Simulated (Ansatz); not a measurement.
One change: `FC[C@@H](F)[C@H](F)CF` becomes `FC[C@@H](F)[C@@H](F)OC(F)F`.

Ansatz, PBE0-D4/def2-TZVP geometries, multiplicity 1. Each molecule was computed in one conformer, which needn't be the lowest.

| property | `FC[C@@H](F)[C@H](F)CF` |
| --- | --- |
| LUMO energy (B3LYP/def2-TZVPP) / eV | 0.47 |
| size of the dipole moment (B3LYP/def2-TZVPP) / D | 1.70 |
| size of the dipole moment (ωB97M-V/def2-TZVPP) / D | 1.69 |
| LUMO energy (ωB97M-V/def2-TZVPP) / eV | 2.33 |
| size of the dipole moment (PBE/def2-TZVPP) / D | 1.57 |
| HOMO–LUMO gap (B3LYP/def2-TZVPP) / eV | 9.73 |

(1) Give the same properties after the change, and the shifts. (An estimate is asked.)

## Answers

(1) Ansatz gave: 
```tsv
property	`FC[C@@H](F)[C@@H](F)OC(F)F`	shift
LUMO energy (B3LYP/def2-TZVPP) / eV	0.83	0.36
size of the dipole moment (B3LYP/def2-TZVPP) / D	1.66	-0.04
size of the dipole moment (ωB97M-V/def2-TZVPP) / D	1.66	-0.03
LUMO energy (ωB97M-V/def2-TZVPP) / eV	2.80	0.47
size of the dipole moment (PBE/def2-TZVPP) / D	1.53	-0.04
HOMO–LUMO gap (B3LYP/def2-TZVPP) / eV	10.32	0.59
```

With PBE0 the HOMO falls by 0.22 eV and the LUMO rises by 0.35 eV, so the gap widens by about 0.57 eV. PBE moves the HOMO by -0.22 eV and ωB97M-V by -0.24 eV. Dipoles are sizes alone; their direction can turn.

B3LYP here is the variant with VWN-RPA as its local correlation; programs differ in this.
